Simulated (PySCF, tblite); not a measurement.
Compound: C6H14Si3.
Structure used (GFN2-xTB), in Å, numbered top down from 1:
```xyz
23
C6H14Si3 angstrom
C      1.0708    3.3490   -0.1000
C      1.0781    2.1650   -0.3076
Si     1.0878    0.3394   -0.6486
C      1.8472   -0.5188    0.8466
C      2.6794   -1.5440    0.7720
C     -0.6931   -0.2926   -0.9389
Si    -0.6928   -2.0356   -1.6999
Si    -1.8158   -0.2116    0.6010
C     -1.8605    1.5378    1.3328
H      1.0610    4.3847    0.0893
H      1.9231    0.1397   -1.8465
H      1.5675   -0.1527    1.8273
H      3.0887   -2.0321    1.6446
H      2.9960   -1.9456   -0.1777
H     -1.1323    0.3758   -1.6857
H     -0.1046   -2.9964   -0.7642
H      0.0891   -2.0391   -2.9423
H     -2.0625   -2.4494   -2.0163
H     -1.3367   -1.1546    1.6232
H     -3.1852   -0.5974    0.2205
H     -2.5853    1.6043    2.1384
H     -2.1321    2.2758    0.5840
H     -0.8926    1.8254    1.7309
```

Computed, not measured: PBE0/pcSseg-1 in PySCF (dipole) on a GFN2-xTB geometry, gas phase.

Masses are those of the commonest isotopes; rigid-rotor values at the optimised geometry. The values belong to one conformer with, in the numbering `[CH:1]#[C:2][Si@@H:3]([CH:4]=[CH2:5])[C@@H:6]([SiH3:7])[SiH2:8][CH3:9]`, C2–Si3–C4–C5 -140°, C2–Si3–C6–Si7 166°, Si3–C6–Si8–C9 55°.

Task: Give the principal moments of inertia and the rotational constants in cm⁻¹.

Result: Ia = 535.97, Ib = 623.84, Ic = 863.47 u·Å²; 505379 MHz·u·Å²/I gives 942.9, 810.1 and 585.3 MHz, that is A = 0.03145, B = 0.02702, C = 0.01952 cm⁻¹.

Task: What kind of rotor is it?

Result: An asymmetric top; Ray's κ = 0.257.

Task: What does the inertial defect say?

Result: Not planar: Δ = Ic − Ia − Ib = -296.34 u·Å². For a rigid frame Δ = −2 Σ m c², so Σ m c² = 148.17 u·Å² lies off the ab plane: 30.34 from hydrogen and 117.83 from heavier atoms. The atom farthest from that plane is 2.52 Å away.

Task: Predict some low-J microwave lines.

Result: The dipole components are |μa| = 0.76 D, |μb| = 0.25 D, |μc| = 0.16 D. The squared components, which scale the intensities, stand as 1.00 : 0.10 : 0.05 (a : b : c). Some lines, for components of 0.1 D or more:

| type | branch | J(Ka,Kc) | MHz | lower level (cm⁻¹) |
| --- | --- | --- | --- | --- |
| b | Q | 1(1,0) ← 1(0,1) | 358 | 0.047 |
| b | Q | 2(2,0) ← 2(1,1) | 534 | 0.159 |
| b | Q | 3(2,1) ← 3(1,2) | 704 | 0.306 |
| b | Q | 3(3,0) ← 3(2,1) | 851 | 0.329 |
| a | R | 1(0,1) ← 0(0,0) | 1395 | 0.000 |
| b | Q | 4(3,2) ← 4(2,3) | 1581 | 0.494 |
| b | Q | 4(2,3) ← 4(1,4) | 1984 | 0.428 |
| c | R | 3(3,1) ← 2(2,1) | 5482 | 0.172 |
| b | R | 4(2,3) ← 3(1,2) | 5661 | 0.306 |
| c | R | 4(3,1) ← 3(2,1) | 6866 | 0.329 |
| b | R | 4(4,1) ← 3(3,0) | 7280 | 0.357 |
| b | R | 4(3,1) ← 3(2,2) | 7375 | 0.312 |

Task: Estimate the classical rotational partition function at 25 K, 100 K and 500 K.

Result: Point group C1, symmetry number σ = 1; q = (√π/σ)·√((kT/h)³/(ABC)), k/h = 20836.6 MHz/K: 31500 at 25 K, 252000 at 100 K, 2820000 at 500 K.

Its GFN2-xTB frequencies are all real (lowest 26 cm⁻¹). Zero-point vibration and centrifugal distortion are left out. A rigid rotor knows nothing of internal rotation, which can split or shift real lines.

Time: 89 s (grids of density and orbitals included); peak memory 1.1 GiB. Hardware: an Arm Neoverse V1 with one thread, no GPU (shared host). This is the PBE0/pcSseg-1 job that gave the dipole, with the shieldings it also computed.
